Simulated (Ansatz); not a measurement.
`[CH3][Ga][CH3]` radical, relaxed with UKS PBE0-D4/def2-TZVP in Ansatz 0.2.0 from a PBE-D4/def2-SVP geometry. The force threshold is 0.005 eV/Å; the program also tests the step.

Total charge 0; spin multiplicity 2.

Start:

```xyz
9

C    -1.498    0.856   -0.032
Ga    0.191    0.412    0.983
C     1.512   -0.827    0.087
H    -1.216    1.285   -1.018
H    -2.159    1.566    0.500
H    -2.054   -0.090   -0.216
H     1.754   -0.423   -0.919
H     2.447   -0.963    0.662
H     1.023   -1.816   -0.047
```

```
step  energy (eV)  largest force (eV/Å)  largest move (Å)
   1  -54540.2045                 0.498             0.000
   2  -54540.2363                 0.135             0.024
   3  -54540.2393                 0.011             0.013
   4  -54540.2393                 0.005             0.003
```

End:

```xyz
9

C    -1.488    0.848   -0.033
Ga    0.189    0.407    0.959
C     1.501   -0.822    0.086
H    -1.221    1.276   -1.005
H    -2.131    1.548    0.500
H    -2.042   -0.078   -0.214
H     1.751   -0.429   -0.905
H     2.416   -0.951    0.661
H     1.026   -1.799   -0.050
```

Hardware: 4 threads of an Arm Neoverse V1 on a shared host. Wall time 12 s, peak host memory 0.41 GiB.
